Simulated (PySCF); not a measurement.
# Static response to an electric field

C₃H₉FSi₂.
Structure used (GFN2-xTB), in Å, numbered top down from 1:
```xyz
15
C3H9FSi2 angstrom
C     -1.9457   -0.7988   -0.5082
C     -0.9957    0.0938   -0.2735
C     -1.2492    1.2386    0.6564
F     -0.0694    1.6896    1.2113
Si     0.7449    0.0190   -1.0233
Si     2.2693   -0.7156    0.5541
H     -1.7875   -1.6130   -1.1938
H     -2.9206   -0.7517   -0.0444
H     -1.9058    0.9710    1.4913
H     -1.6763    2.0916    0.1142
H      0.6054   -0.8599   -2.1956
H      1.0170    1.3645   -1.5498
H      2.5871    0.2848    1.5715
H      1.7902   -1.9114    1.2590
H      3.5318   -1.0945   -0.0911
```

Level: wB97X-D/def2-SVPD (PySCF), static field, nuclei fixed, core orbitals frozen in the response. The polarisability tensor in these axes (au):

```
x   109.88   1.34   5.02
y     1.34  87.12   2.30
z     5.02   2.30  86.14
```

Diagonalise the tensor; give its mean and Δα, where Δα² is half the sum of the squared differences of the eigenvalues.

Principal values 83.86, 88.24 and 111.03 au; mean 94.38 au = 13.99 Å³ = 15.56 × 10⁻⁴⁰ C²·m²/J; Δα = 25.26 au (27 % of the mean).

What is the dipole moment, and where does it point?

(-1.73, -0.41, -0.41) D, 1.82 D in size, pointing from the negative to the positive side. Measured along this direction, the outermost atoms are H15 at the negative end and H8 at the positive end.

What are the principal values of the traceless quadrupole moment, Θ = ½Σq(3rr − r²1), about the centre of nuclear charge?

-4.22, -1.61, 5.83 D·Å. The values depend on the origin, since the dipole doesn't vanish. The electronic extent ⟨r²⟩ about the same centre is 1074 bohr², a root-mean-square distance of 2.17 Å for the 64 electrons.

Rayleigh depolarisation ratio (linearly polarised light, static tensor)?

ρ = 3Δα²/(45ᾱ² + 4Δα²) = 1914.3/(400818 + 2552.4) = 0.00475.

Orientational against electronic polarisability at 400 K (dilute gas, rigid molecules)?

In Gaussian units μ²/3kT = 20.07 Å³ against 13.99 Å³, a ratio of 1.44; the Debye molar polarisation (4π/3)N_A(α + μ²/3kT) is 85.9 cm³/mol, leaving out the vibrational part.

Give the principal axes and the span of the nuclei along them.

Largest value along (0.98, 0.07, 0.20), where the nuclei span 6.26 Å; middle along (-0.17, 0.84, 0.51), 4.06 Å; least along (-0.13, -0.53, 0.83), 3.99 Å. 

One conformer (not necessarily the lowest) at the GFN2-xTB geometry, without solvent, vibrations or thermal averaging.
